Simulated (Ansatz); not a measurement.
Start from `CN[SiH](N)O` and change one atom or group to get `CS[SiH](N)O`.

Ansatz, PBE0-D4/def2-TZVP geometries, multiplicity 1. Each molecule was computed in one conformer, which needn't be the lowest.

```tsv
property	`CN[SiH](N)O`
HOMO energy (B3LYP/def2-TZVPP) / eV	-6.40
size of the dipole moment (ωB97M-V/def2-TZVPP) / D	0.94
size of the dipole moment (PBE/def2-TZVPP) / D	0.89
HOMO–LUMO gap (ωB97M-V/def2-TZVPP) / eV	11.42
LUMO energy (ωB97M-V/def2-TZVPP) / eV	2.45
LUMO energy (B3LYP/def2-TZVPP) / eV	0.71
```

(1) Give the same properties after the change, and the shifts. (Estimate.)

Answers

(1) Computed: 
```
                                          property  `CS[SiH](N)O`  shift
               HOMO energy (B3LYP/def2-TZVPP) / eV          -6.49  -0.09
size of the dipole moment (ωB97M-V/def2-TZVPP) / D           1.58   0.64
    size of the dipole moment (PBE/def2-TZVPP) / D           1.52   0.63
           HOMO–LUMO gap (ωB97M-V/def2-TZVPP) / eV          11.08  -0.34
             LUMO energy (ωB97M-V/def2-TZVPP) / eV           2.14  -0.31
               LUMO energy (B3LYP/def2-TZVPP) / eV           0.22  -0.49
```

With PBE0 the HOMO falls by 0.11 eV and the LUMO falls by 0.58 eV, so the gap narrows by about 0.47 eV. PBE moves the HOMO by -0.26 eV and ωB97M-V by 0.04 eV. Dipoles are sizes alone; their direction can turn.

B3LYP here is the variant with VWN-RPA as its local correlation; programs differ in this.
